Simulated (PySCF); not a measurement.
vanadium atom (V), quartet; B3LYP/cc-pVDZ in PySCF.

PySCF was given this input:
```python
from pyscf import gto, scf, dft

mol = gto.M(
    atom='''
V     0.000000    0.000000    0.000000
''',
    basis='cc-pvdz',
    charge=0,
    spin=3,
    verbose=4,
)

mf = dft.UKS(mol)
mf.xc = 'b3lyp'
mf.grids.atom_grid = (99, 590)
mf.grids.prune = None
mf.kernel()
```

### Question
What does PySCF print? Leave out banner, timings and long lists.

### Answer

```
PySCF version 2.14.0

[INPUT] verbose = 4
[INPUT] num. atoms = 1
[INPUT] num. electrons = 23
[INPUT] charge = 0
[INPUT] spin (= nelec alpha-beta = 2S) = 3
[INPUT] symmetry False subgroup None
[INPUT] Mole.unit = angstrom
[INPUT] Symbol           X                Y                Z      unit          X                Y                Z       unit  Magmom
[INPUT]  1 V      0.000000000000   0.000000000000   0.000000000000 AA    0.000000000000   0.000000000000   0.000000000000 Bohr   0.0

nuclear repulsion = 0
number of shells = 7
number of NR pGTOs = 122
number of NR cGTOs = 43
basis = cc-pvdz
ecp = {}

******** <class 'pyscf.dft.uks.UKS'> ********
method = UKS
initial guess = minao
damping factor = 0
level_shift factor = 0
DIIS = <class 'pyscf.scf.diis.CDIIS'>
diis_start_cycle = 1
diis_space = 8
diis_damp = 0
SCF conv_tol = 1e-09
SCF conv_tol_grad = None
SCF max_cycles = 50
direct_scf = True
direct_scf_tol = 1e-13
number electrons alpha = 13  beta = 10
XC library pyscf.dft.libxc version 7.1.2
    S. Lehtola, C. Steigemann, M. J. T. Oliveira, and M. A. L. Marques,  SoftwareX 7, 1–5 (2018)
XC functionals = b3lyp
    P. J. Stephens, F. J. Devlin, C. F. Chabalowski, and M. J. Frisch,  J. Phys. Chem. 98, 11623 (1994)
radial grids:
    Treutler-Ahlrichs [JCP 102, 346 (1995); DOI:10.1063/1.469408] (M4) radial grids

becke partition: Becke, JCP 88, 2547 (1988); DOI:10.1063/1.454033
pruning grids: None
grids dens level: 3
symmetrized grids: False
atomic radii adjust function: <function treutler_atomic_radii_adjust>
User specified grid scheme (99, 590)
small_rho_cutoff = 0
Set gradient conv threshold to 3.16228e-05
tot grids = 58416
init E= -943.614856339088

cycle= 1 E= -943.388701020997  delta_E= 0.226  |g|= 0.845  |ddm|= 2.32

cycle= 2 E= -940.153637444841  delta_E= 3.24  |g|= 1.83  |ddm|= 8.84
cycle= 3 E= -943.87827115981  delta_E= -3.72  |g|= 0.303  |ddm|= 8.76
cycle= 4 E= -943.904508896691  delta_E= -0.0262  |g|= 0.175  |ddm|= 0.626
cycle= 5 E= -943.924937598431  delta_E= -0.0204  |g|= 0.0335  |ddm|= 0.239
cycle= 6 E= -943.926193526498  delta_E= -0.00126  |g|= 0.00813  |ddm|= 0.0932
cycle= 7 E= -943.926461564327  delta_E= -0.000268  |g|= 0.00537  |ddm|= 0.0416
cycle= 8 E= -943.926814366353  delta_E= -0.000353  |g|= 0.00195  |ddm|= 0.106
cycle= 9 E= -943.926830399106  delta_E= -1.6e-05  |g|= 0.000898  |ddm|= 0.0121
cycle= 10 E= -943.926848731421  delta_E= -1.83e-05  |g|= 0.000835  |ddm|= 0.0175
cycle= 11 E= -943.926828997208  delta_E= 1.97e-05  |g|= 0.000707  |ddm|= 0.0185
cycle= 12 E= -943.926810956031  delta_E= 1.8e-05  |g|= 0.000526  |ddm|= 0.0389
cycle= 13 E= -943.926811339454  delta_E= -3.83e-07  |g|= 0.000246  |ddm|= 0.00211
cycle= 14 E= -943.926811428757  delta_E= -8.93e-08  |g|= 0.000115  |ddm|= 0.00147
cycle= 15 E= -943.92681142809  delta_E= 6.67e-10  |g|= 4.42e-05  |ddm|= 0.00124
cycle= 16 E= -943.926811429822  delta_E= -1.73e-09  |g|= 1.08e-05  |ddm|= 0.000134
cycle= 17 E= -943.926811430354  delta_E= -5.32e-10  |g|= 1.51e-05  |ddm|= 0.000126
Extra cycle  E= -943.926811430547  delta_E= -1.93e-10  |g|= 1.33e-05  |ddm|= 4.94e-05
converged SCF energy = -943.926811430547  <S^2> = 3.7539025  2S+1 = 4.0019508
```
